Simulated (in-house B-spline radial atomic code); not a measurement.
LC-wPBE excitations of Ne VII (Ne6+)

Method: LC-wPBE. Computed with a B-spline radial code for spherical atoms: linear response of the closed shell [He] 2s2 with the functional's adiabatic kernel; non-relativistic, point nucleus, no spin-orbit coupling, no double excitations, S, P, D and F terms only.

Command:
```bash
python run_td.py task.json out
```
Settings (radii: box in bohr, nucleus in fm):
```
Z                        10
electrons                4
configuration            [He] 2s2
hamiltonian              nr
method                   lc_wpbe
box_radius               14.35
intervals                48
```

Run time, properties included: 0.1 s on 1 thread of Intel(R) Xeon(R) 6975P-C (Granite Rapids), with other jobs on the host.

The lowest states, in the order of their Tamm-Dancoff energies; the method's threshold (minus the highest occupied level) is 198.00 eV. Labels give the largest channel, * marks a mixed state, and oscillator strengths are full-response dipole values. Semilocal kernels can invert the small singlet-triplet splittings of Rydberg terms. Energies in eV:

```tsv
state	full response	Tamm-Dancoff	oscillator strength
2s → 2p 3P	10.660	12.230	-
2s → 2p 1P	24.628	25.841	0.374
2s → 3s 3S	?	?	-
2s → 3s 1S	120.22	120.25	-
2s → 3p 3P	122.74	122.76	-
2s → 3p 1P	123.54	123.54	0.479
2s → 3d 3D	125.92	125.97	-
2s → 3d 1D	128.00	128.00	-
2s → 4s 3S	153.53	153.54	-
2s → 4s 1S	?	?	-
```

Question: Where does 2s → 3s 3S lie?

Answer: At 117.65 eV in full response, 117.66 eV in Tamm-Dancoff.

Question: Where does 2s → 4s 1S lie?

Answer: At 154.35 eV in full response, 154.36 eV in Tamm-Dancoff.

Question: How large is the singlet-triplet splitting of 2s → 2p (P terms) in Tamm-Dancoff?

Answer: 13.6 eV, from the unrounded values.

Question: What polarisabilities and dispersion coefficient does the method give?

Answer: Dipole 0.4949 bohr³, quadrupole 0.09679 bohr⁵, C6 0.1887 hartree·bohr⁶ for two such species.
